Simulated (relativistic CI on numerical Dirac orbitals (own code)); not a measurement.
## What each ingredient does to the levels of Cu24+

Base calculation: Dirac-Coulomb-Breit CI, separate exchange-only KLI orbitals for each configuration, model QED, unscaled Slater integrals.

CI space (outside the closed core 1s2): 2s²2p, 2s2p², 2p³, 2p²3s, 2p²3p, 2p²3d, 2s²3s, 2s²3p, 2s²3d, 2s2p3s, 2s2p3p, 2s2p3d, 2s²4s, 2s²4p, 2s²4d, 2s²4f. Levels of other configurations are missing.

Variants: (1) Breit term removed; (2) one mean potential for all configurations. Shifts of the energy above 2s²2p ²P°1/2, in eV, for the lowest level and the first level of each name with at least 55 % of one term (blank where a level changes its place among those of its configuration and J or its character, or is not in the variant):

```tsv
Level	Base	Δ(1)	Δ(2)
2s²2p ²P°1/2	0.00	0.00	0.00
2s²2p ²P°3/2	23.69	+0.71	+0.01
2s2p² ⁴P1/2	59.75	-0.54	+0.01
2s2p² ⁴P3/2	71.95	-0.09	+0.01
2s2p² ⁴P5/2	81.69	+0.60	+0.01
2s2p² ²D3/2	112.45	+0.20	+0.01
2s2p² ²D5/2	118.82	+0.63	+0.01
2s2p² ²P1/2	126.36	-0.42	+0.01
2s2p² ²S1/2	151.49	+0.22	+0.01
2s2p² ²P3/2	153.34	+0.63	+0.01
2p³ ⁴S°3/2	187.94	-0.38	+0.07
2p³ ²D°3/2	209.70	-0.37	+0.08
2p³ ²D°5/2	216.18	+0.40	+0.08
2p³ ²P°1/2	236.57	-0.34	+0.07
2p³ ²P°3/2	250.45	+0.43	+0.06
2s²3s ²S1/2	1290.14	+1.27	+0.47
2s²3p ²P°1/2	1315.86	+1.05	+0.40
2s²3p ²P°3/2	1322.55	+1.28	+0.40
2s2p3s ⁴P°1/2	1341.01	+0.53	+0.46
2s²3d ²D3/2	1345.98	+1.44	+0.45
2s2p3s ⁴P°3/2	1346.49	+0.84	+0.48
2s²3d ²D5/2	1347.98	+1.48	+0.45
```

At this charge energies of transitions that change n are usually good to better than 1 %, and those within a shell (Δn = 0) to a few per cent.

Ionisation energy from the two ground configurations alone: base 2309.85 eV; Breit term removed 2311.36 eV. The NIST ASD value (semi-empirical) is 2307.3 eV.

LS names give the leading component of a level, which can be under half, so a name can repeat, a term be missing and a line seem to break the LS rules.
